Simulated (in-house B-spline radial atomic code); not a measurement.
A run on an ion of nuclear charge 42 with 42.4 electrons that did not converge. Method: scalar-relativistic (X2C) r2SCAN0, spin-polarised, spherical fractional occupations, Fermi nucleus of rms radius 4.4091 fm; computed with a B-spline radial code for spherical atoms.

Command:
```bash
python run_scf.py task.json out
```
Settings (nuclear radius in fm, mass in u):
```
Z                42
configuration    [Kr] 4d5 5s1.4
hamiltonian      x2c
method           r2scan0
spin_polarised   True
nucleus          fermi
rms_radius       4.4091
atomic_mass      97.9054
speed_of_light   137.035999084
```

First and last ten iterations of the last attempt (damped for 15 steps, keeping 80 % of the old Fock matrix, then DIIS):
```
 iter        energy (Eh)    residual
    1       -4048.402597    8.88e-02
    2       -4048.413397    2.98e-03
    3       -4048.413577    2.14e-03
    4       -4048.413672    1.59e-03
    5       -4048.413729    1.35e-03
    6       -4048.413769    1.14e-03
    7       -4048.413798    9.73e-04
    8       -4048.413820    8.30e-04
    9       -4048.413837    7.10e-04
   10       -4048.413850    6.16e-04
  111       -4048.371148    2.36e-02
  112       -4048.346279    3.03e-02
  113       -4048.411661    5.14e-03
  114       -4048.413856    8.45e-04
  115       -4048.413888    4.12e-04
  116       -4040.115343    1.17e-01
  117       -4040.051981    1.17e-01
  118       -4040.054876    1.17e-01
  119       -4040.055373    1.17e-01
  120       -4040.057297    1.17e-01
 not converged after 120 iterations
```

The smallest residual met was 4.3e-05; the threshold is about 4e-07. No energy from this run should be used. The likely cause: this method binds the added charge weakly or not at all at the basis-set limit, so charge moves back and forth between the atom and the box. Run time, properties included: 4 s on 1 thread of Arm Neoverse V2, with other jobs on the host.
